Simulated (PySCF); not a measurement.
CH8FNOSi2, SMILES [SiH2](C)N[Si@@H](F)O.

Geometry optimised at PBE-D3(BJ)/def2-SVP. The structure was generated by enumeration; whether it is a known compound was not checked. Other conformers were not sampled.

The numbers are results of PySCF with PBE-D3(BJ)/def2-SVP, not measurements.

Frequencies are harmonic and unscaled.

```tsv
mode	ν (cm⁻¹)	IR (km/mol)	moving atoms (share of kinetic energy)
1	14	0.4	C 29 %, H 24 %, F 20 %, N 14 %
2	52	0.9	F 24 %, H 24 %, O 22 %, Si 16 %, C 9 %
3	114	0.0	O 25 %, H 25 %, Si 23 %, N 13 %
4	167	1.2	H 76 %, Si 10 %
5	179	1.0	H 42 %, Si 24 %, C 19 %, O 9 %
6	215	101.8	H 76 %, O 9 %
7	275	10.2	F 35 %, N 22 %, H 20 %, O 12 %, Si 11 %
8	325	41.0	N 31 %, H 27 %, O 17 %, F 13 %, Si 11 %
9	365	50.4	H 69 %, O 10 %
10	407	32.7	Si 47 %, H 24 %, N 12 %, O 10 %
11	483	10.7	H 85 %, Si 13 %
12	596	5.2	H 41 %, N 23 %, Si 22 %, C 10 %
13	681	7.4	H 44 %, C 31 %, Si 21 %
14	714	79.0	H 64 %, Si 12 %, N 11 %
15	736	13.2	H 62 %, C 17 %, Si 14 %
16	778	58.1	H 59 %, O 30 %
17	805	30.6	H 49 %, F 35 %, Si 11 %
18	814	122.0	H 78 %, N 10 %, O 8 %
19	848	29.5	H 78 %, C 16 %
20	888	212.1	H 81 %
21	894	153.3	H 57 %, N 21 %, Si 17 %
22	912	117.2	Si 39 %, H 30 %, O 19 %, F 11 %
23	925	228.3	H 76 %, Si 15 %
24	978	183.7	H 41 %, Si 35 %, N 15 %
25	1150	244.0	H 58 %, N 37 %
26	1217	25.6	H 78 %, C 21 %
27	1382	4.1	H 96 %
28	1384	2.1	H 96 %
29	2140	150.2	H 97 %
30	2187	91.8	H 97 %
31	2213	157.1	H 97 %
32	2974	2.7	H 97 %
33	3070	4.5	H 91 %, C 9 %
34	3081	3.1	H 91 %, C 9 %
35	3514	31.5	H 93 %
36	3770	87.5	H 94 %
```
